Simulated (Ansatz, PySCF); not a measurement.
Gas-phase reaction in SMILES: CC#N + 4 [H][H] (H2) -> 2 C (CH4) + N (NH3)
Structures are relaxed separately at B3LYP-D3(BJ)/def2-TZVP in Ansatz (a first-principles code).

Wanted: energy of full hydrogenation (enthalpy at 298 K, with B3LYP-D3(BJ) rigid-rotor harmonic-oscillator terms from PySCF), in kJ/mol. Correlated levels leave the core frozen unless marked. Spin-orbit coupling is left out. No relativistic terms. CBS marks a two-point X^-3 extrapolation of the correlation energy; Hartree-Fock from the larger set. The bracket is a focal-point correction in the basis named.

```
level                        program  energy of full hydrogenation (kJ/mol)
--------------------  --------------  -------------------------------------
HF/cc-pVTZ                    Ansatz                                 -281.7
RI-HF/aug-cc-pVQZ             Ansatz                                 -283.5
RI-HF/cc-pVQZ                 Ansatz                                 -281.8
revPBE-D4/def2-TZVPD  Ansatz + dftd4                                 -249.8
```

Question: What does RI-MP2/CBS(aug-cc-pVTZ,aug-cc-pVQZ)+[CCSD(T)-MP2]/aug-cc-pVTZ (Ansatz) give?

Answer: -272.0 kJ/mol
